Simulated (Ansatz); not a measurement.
Reactions of ClH5OSiSn (`O[SiH2][SnH2][Cl]`).

Program: Ansatz. Geometries: PBE0-D4/def2-TZVP. ΔE: electronic, gas phase. CCSD(T)/CBS is the MP2 limit (def2-TZVPP, def2-QZVPP) plus CCSD(T) − MP2 in def2-TZVPP, frozen cores. This one scheme is used for every species. Elements past krypton have def2 core potentials. For Br, Sn outer-core shells are correlated without core-valence functions, which leaves a few kJ/mol of doubt a bond. Scalar relativity is left out up to krypton. One conformer a species, not always the lowest.

Question: Order these by ΔE at CCSD(T)/CBS, lowest first. (Best estimate.)
A. `O[SiH2][SnH2][Cl]` + H₂ → `[Cl][SnH3]` + silanol
B. `O[SiH2][SnH2][Cl]` + NH₃ → `[NH2][SnH2][SiH2]O` + HCl
C. `O[SiH2][SnH2][Cl]` + `[OH][AlH2]` → `O[SiH2][O][AlH2]` + `[Cl][SnH3]`
D. `O[SiH2][SnH2][Cl]` + HBr → `[Cl][SnH2][Br]` + silanol
E. `O[SiH2][SnH2][Cl]` + H₂ → `[SiH3][SnH2][Cl]` + H₂O
F. `O[SiH2][SnH2][Cl]` → `[OH][SnH2][Cl]` + `[SiH2]`
G. `O[SiH2][SnH2][Cl]` + H₂S → `O[SiH2]S` + `[Cl][SnH3]`

Answer: C (-24.8 kcal/mol), D (-18.3 kcal/mol), G (-9.3 kcal/mol), A (+3.2 kcal/mol), E (+14.6 kcal/mol), B (+24.0 kcal/mol), F (+77.5 kcal/mol).

Largest T1 diagnostic: 0.014, for `[SiH2]`.
